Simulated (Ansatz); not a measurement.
Start from `OC(S)S[SiH3]` and change one atom or group to get `OC(S)[SiH2]F`.

Ansatz, PBE0-D4/def2-TZVP geometries, multiplicity 1. Each molecule was computed in one conformer, which needn't be the lowest.

```json
{"property": "LUMO energy (ωB97M-V/def2-TZVPP) / eV", "`OC(S)S[SiH3]`": "1.37"}
{"property": "size of the dipole moment (PBE/def2-TZVPP) / D", "`OC(S)S[SiH3]`": "0.70"}
{"property": "HOMO–LUMO gap (PBE0/def2-TZVPP) / eV", "`OC(S)S[SiH3]`": "6.73"}
{"property": "LUMO energy (B3LYP/def2-TZVPP) / eV", "`OC(S)S[SiH3]`": "-0.80"}
{"property": "HOMO energy (ωB97M-V/def2-TZVPP) / eV", "`OC(S)S[SiH3]`": "-9.52"}
{"property": "HOMO energy (PBE/def2-TZVPP) / eV", "`OC(S)S[SiH3]`": "-6.07"}
```

Q: Give the same properties after the change, and the shifts. (An estimate is asked.)

A: The calculation gave: 
| property | `OC(S)[SiH2]F` | shift |
| --- | --- | --- |
| LUMO energy (ωB97M-V/def2-TZVPP) / eV | 1.68 | 0.31 |
| size of the dipole moment (PBE/def2-TZVPP) / D | 1.49 | 0.79 |
| HOMO–LUMO gap (PBE0/def2-TZVPP) / eV | 7.32 | 0.59 |
| LUMO energy (B3LYP/def2-TZVPP) / eV | -0.28 | 0.52 |
| HOMO energy (ωB97M-V/def2-TZVPP) / eV | -9.58 | -0.06 |
| HOMO energy (PBE/def2-TZVPP) / eV | -6.09 | -0.02 |

With PBE0 the HOMO falls by 0.05 eV and the LUMO rises by 0.54 eV, so the gap widens by about 0.59 eV. PBE moves the HOMO by -0.02 eV and ωB97M-V by -0.06 eV. Dipoles are sizes alone; their direction can turn.

B3LYP here is the variant with VWN-RPA as its local correlation; programs differ in this.
